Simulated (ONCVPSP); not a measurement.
## fluorine: one change to an ONCV potential, before and after

* Element: F (Z = 9)
* Generator: ONCVPSP 4.0.1
* Type: optimised norm-conserving Vanderbilt (ONCV)
* Functional: PBEsol
* Relativity: scalar-relativistic
* Frozen core: [He]
* Valence charge: 7
* Reference configuration: 2s2 2p5
* Partial waves: 2s: rc 0.60 bohr, ncon 4, nbas 7, qcut 13 1/bohr, 2 projectors, debl 1.8 Ha; 2p: rc 1.60 bohr, ncon 3, nbas 7, qcut 6.9 1/bohr, 3 projectors, debl 2.4 Ha; d scattering state at 0.13 Ha: rc 1.50 bohr, ncon 4, nbas 8, qcut 7.2 1/bohr, 1 projector
* Local potential: polynomial inside 0.55 bohr (lpopt 5, dvloc0 0 Ha)
* Core correction: none

All-electron outer shells of the reference configuration (PBEsol, scalar-relativistic, ld1.x):

```csv
shell,level (eV),outermost node (bohr),outermost maximum (bohr)
1s,-661.16,–,0.11
2s,-29.72,0.24,0.76
2p,-11.05,–,0.71
```

Change: all radii scaled by about 1.23 (s 0.74, p 1.96, d 1.84 bohr); local potential polynomial inside 0.68 bohr (lpopt 5, dvloc0 0 Ha).

Cutoffs: the cutoffs (Ha) at which the residual kinetic energy of the hardest occupied pseudo-wave falls to 1 and 0.1 mHa per electron; they do not see the model core or the augmentation charge, which bear on the density cutoff. Errors are all-electron minus pseudo energies relative to the spin-unpolarised reference configuration.

Question: What does the change do?

Answer: The potential gets neither clearly harder nor softer (56 Ha and 181 Ha → 61 Ha and 75 Ha); the bound ghosts move from s to p; of the 4 tests that both files solve, the error grows in 4 and shrinks in 0 by more than 15 % and 0.3 meV (median size 467.9 → 781.6 meV). More of the atom is replaced by a form fitted at one configuration, so other configurations suffer.

| quantity | base | changed |
| --- | --- | --- |
| cutoff, loose | 56 Ha | 61 Ha |
| cutoff, tight | 181 Ha | 75 Ha |
| loose cutoff by channel | s 56 Ha, p 21 Ha | s 61 Ha, p 18 Ha |
| bound ghosts | s | p |
| GHOST(+) flags under 300 eV | d at 173.7 eV | none |
| error for 2s2 2p4, meV [ΔE 19.32 eV] | +117 | +208 |
| error for 2s2 2p3, meV [ΔE 57.59 eV] | +819 | +1355 |
| error for 2s2 2p2, meV [ΔE 118.08 eV] | +2830 | +4435 |
| error for 2s2 2p4.5, meV [ΔE 7.51 eV] | +20 | +38 |

 A true bound ghost makes a file unfit for plane-wave use even where its test errors are small: the radial tests pick states by their node count and pass the ghost by.
